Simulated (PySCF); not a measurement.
Spinor energies of Ca (calcium, neutral)

Start: [Ar] 4s2. Calculated with PySCF 2.14 in x2c-TZVPPall-2c (6s7p3d, 42 functions): generalised Hartree-Fock with the X2C-1e Hamiltonian and a Gaussian nucleus; one run each with spin-orbit coupling (SO) switched off, then screened by Boettger's factors.

| spinor shell | electrons | ε, spin-free (eV) | ε, screened SO (eV) | weight of nominal j (screened SO) | rms radius, screened SO (bohr) |
| --- | --- | --- | --- | --- | --- |
| 1s1/2 | 2 | -4084.7 | -4084.7 | 1.000 | 0.0888 |
| 2s1/2 | 2 | -461.57 | -461.56 | 1.000 | 0.393 |
| 2p1/2 | 2 | -371.04 | -373.61 | 1.000 | 0.361 |
| 2p3/2 | 4 | -371.04 | -369.77 | 1.000 | 0.363 |
| 3s1/2 | 2 | -61.540 | -61.539 | 1.000 | 1.24 |
| 3p1/2 | 2 | -36.431 | -36.716 | 1.000 | 1.38 |
| 3p3/2 | 4 | -36.431 | -36.290 | 1.000 | 1.38 |
| 4s1/2 | 2 | -5.341 | -5.341 | 1.000 | 4.50 |

```json
{"quantity": "E (hartree)", "spin-free": "-679.61834", "screened SO": "-679.62170"}
{"quantity": "M_J", "spin-free": "0", "screened SO": "0"}
{"quantity": "⟨J²⟩", "spin-free": "0.000", "screened SO": "0.000"}
{"quantity": "⟨L²⟩", "spin-free": "0.000", "screened SO": "0.000"}
{"quantity": "⟨S²⟩", "spin-free": "0.000", "screened SO": "0.000"}
```

Without spin-orbit coupling the j labels of p, d and f shells carry no meaning; the spin-free column gives the mean over the occupied spinors of each nl shell.
